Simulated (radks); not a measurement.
The numbers below are computed, except where a source is named.
Valence configurations of the fluorine ion F3+ (all share [He]). Code: a radial shooting solver on a logarithmic mesh with Libxc functionals. Model: Dirac Kohn-Sham, PBE, spin-unpolarised, spherical densities, finite nucleus; open shells fill j = l - 1/2 first; Fermi nuclear charge, rms radius 2.8976 fm. Energies are relative to 2s2 2p2; eigenvalues in eV.

valence	E (eV)	e(2p1/2)	e(2p3/2)	e(2s1/2)
2s2 2p2	0.000	-72.806	-	-91.188
2s1 2p3	18.545	-72.056	-71.956	-90.563
2s1.5 2p2.5	9.257	-72.424	-72.324	-90.869
2s0.5 2p3.5	27.863	-71.701	-71.603	-90.269
2p4	37.211	-71.360	-71.262	-

NIST lists [He] 2s2 2p2 as the ground configuration; this level of theory agrees among the configurations tried. The energies are those of spherical spin-averaged densities, not of single terms.
